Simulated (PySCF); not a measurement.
HOZr, SMILES [OH][Zr] (connectivity only; charge and spin as stated), neutral, multiplicity 4.

Coordinates come from a PBE-D3(BJ)/def2-TZVPD optimisation. The multiplicity is an assumed one; other spin states were not compared. The def2 effective core potentials stand for the cores of Zr; spin–orbit coupling is left out.

These are PBE-D3(BJ)/def2-TZVPD in PySCF values and carry that method's errors.

Frequencies are harmonic and unscaled.

Estimate the vibrational spectrum. (The exact figures need the calculation; the answer reports its results.)


```json
[
 {"mode": "1", "ν (cm⁻¹)": "202", "IR (km/mol)": "90.8", "moving atoms (share of kinetic energy)": "H 86 %, O 14 %"},
 {"mode": "2", "ν (cm⁻¹)": "661", "IR (km/mol)": "47.5", "moving atoms (share of kinetic energy)": "O 77 %, Zr 16 %"},
 {"mode": "3", "ν (cm⁻¹)": "3775", "IR (km/mol)": "171.5", "moving atoms (share of kinetic energy)": "H 94 %"}
]
```
